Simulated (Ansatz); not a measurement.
Geometry optimisation, RKS BHLYP-D4/def2-SVP in Ansatz 0.2.0.

Input:

```yaml
crystal:
  periodic: [false, false, false]
  atoms:
    - { symbol: Si, position_ang: [0.067665, 0.017087, 0.212927] }
    - { symbol: H, position_ang: [0.33585, 0.133076, 1.624232] }
    - { symbol: F, position_ang: [1.600632, -0.215582, -0.106828] }
    - { symbol: F, position_ang: [-0.439572, 1.353426, -0.47964] }
    - { symbol: O, position_ang: [-0.906649, -1.159776, -0.317615] }
    - { symbol: H, position_ang: [-0.825526, -2.038231, 0.043025] }
basis:
  gaussian: { orbitals: def2-SVP }
hamiltonian:
  xc: { name: BHLYP }
  dispersion: d4
relax:
  f_tol: 0.03
  max_steps: 50
```

Run as:

```bash
$ ansatz run input.yaml --threads 1 --pin off --max-ram 2048MiB --backend cpu --events-out ev --progress --plain --runs-dir out
```

Question: Where does it end, and by what steps?

Answer: The forces met the threshold. After 14 steps the energy has fallen by 0.308 eV; H6 moved furthest, 0.68 Å.

```
step  energy less start (eV)  largest force component (eV/Å)  accepted
   0                  0.0000                           1.225       yes
   1                 -0.2101                           0.432       yes
   2                 -0.0716                           2.475        no
   3                 -0.2349                           0.178       yes
   4                 -0.2373                           0.120       yes
   5                 -0.2403                           0.169       yes
   6                 -0.1083                           3.174        no
   7                 -0.2411                           0.140       yes
   8                 -0.2415                           0.218       yes
   9                 -0.2428                           0.244       yes
  10                 -0.2536                           0.179       yes
  11                 -0.2794                           0.421       yes
  12                 -0.3042                           0.108       yes
  13                 -0.3075                           0.049       yes
  14                 -0.3078                           0.010       yes
```

```xyz
6
Properties=species:S:1:pos:R:3
Si 0.142 -0.020 0.355
H 0.181 0.430 1.737
F 1.620 -0.312 -0.180
F -0.421 1.137 -0.594
O -0.776 -1.348 0.244
H -0.914 -1.797 -0.586
```

Time of the run: 27 s on 1 thread of Arm Neoverse V2 (shared host), peak memory 0.14 GiB.
